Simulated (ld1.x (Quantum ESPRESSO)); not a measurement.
# u(r) = r·R(r): atom against pseudo-atom (aluminium)

Columns: radius, all-electron u(r) and pseudo u(r) of the 3p shell (level -9.06 eV) of aluminium in the configuration [Ne] 3s2 3p0; PBE, non-relativistic, TM semilocal scheme, ld1.x (Quantum ESPRESSO) 7.5.

```
r (bohr)  all-electron   pseudo
   0.115        0.1066  -0.0037
   0.230        0.2192  -0.0146
   0.345        0.2582  -0.0325
   0.460        0.2356  -0.0571
   0.575        0.1748  -0.0879
   0.690        0.0940  -0.1242
   0.805        0.0052  -0.1653
   0.920       -0.0842  -0.2101
   1.035       -0.1697  -0.2577
   1.150       -0.2488  -0.3069
   1.265       -0.3204  -0.3562
   1.380       -0.3837  -0.4044
   1.495       -0.4389  -0.4500
   1.610       -0.4864  -0.4917
   1.725       -0.5263  -0.5285
   1.840       -0.5588  -0.5596
   1.955       -0.5842  -0.5844
   2.070       -0.6028  -0.6028
   2.185       -0.6153  -0.6153
   2.300       -0.6220  -0.6220
   2.415       -0.6237  -0.6237
   2.530       -0.6210  -0.6210
   2.645       -0.6144  -0.6144
   2.760       -0.6046  -0.6046
   2.875       -0.5920  -0.5920
   2.990       -0.5772  -0.5772
```

Q: How many radial nodes do the two functions have?

A: The all-electron 3p function has n − l − 1 = 1; the pseudo-wave has 0, since the states of the same l below it are removed with the core.

Q: At about which radius was the pseudo-wave matched?

A: 2.30 bohr. The columns agree to 0.0005 from 1.96 bohr on; several derivatives are matched, so the curves merge somewhat inside the radius.

Q: Is the pseudo-wave norm-conserving?

A: Yes: the TM semilocal scheme keeps the norm inside the radius equal to the all-electron one, which fixes the energy derivative of the logarithmic derivative at the level.
